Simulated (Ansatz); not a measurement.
The same path of BClF2 + H2 (6 atoms, charge 0, multiplicity 1) was run 3 times with different band settings. Lost on the way: B1–Cl2, H5–H6. Made: B1–H5, Cl2–H6.

Method: RKS PBE0-D4/def2-SVP (Ansatz).

Relaxed end points:

```xyz
6
Properties=species:S:1:pos:R:3
B -0.014 0.479 0.149
Cl -0.028 0.942 1.831
F 1.120 0.338 -0.491
F -1.138 0.287 -0.495
H 0.126 -2.484 0.509
H 0.051 -2.234 1.224
```

```xyz
6
Properties=species:S:1:pos:R:3
B 0.002 -0.317 -0.554
Cl -0.050 -0.133 2.493
F 1.140 0.330 -0.672
F -1.114 0.358 -0.717
H -0.016 -1.509 -0.393
H 0.156 -1.401 2.569
```

Common settings: movable images 5; climbing image yes; optimiser quadratic models (default); start path through a guess of the saddle point; iteration limit 60; end points relaxed.

| run | spring | force threshold |
| --- | --- | --- |
| 1 | 5.0 eV/Å² | 0.05 eV/Å |
| 2 | 0.1 eV/Å² | 0.05 eV/Å |
| 3 | 5.0 eV/Å² | 0.2 eV/Å |

What does each run give, and how far can it be trusted?

Run 1: converged after 17 iterations, highest image 1.502 eV above the first end. A vibrational analysis at the climbing image gives one clearly imaginary mode, 935i cm⁻¹: a first-order saddle point.
Run 2: converged after 24 iterations, highest image 1.502 eV above the first end. Another band between the same ends (5 images) ends at a top of the same energy, where a vibrational analysis finds 1 clearly imaginary mode.
Run 3: converged after 17 iterations, highest image 1.502 eV above the first end. The threshold of 0.2 eV/Å is loose, so the images may lie well off the minimum-energy path. Another band between the same ends (5 images) ends at a top of the same energy, where a vibrational analysis finds 1 clearly imaginary mode.
The orbitals stay closed-shell, which can raise the energy where a bond breaks towards radicals; this wasn't checked here.
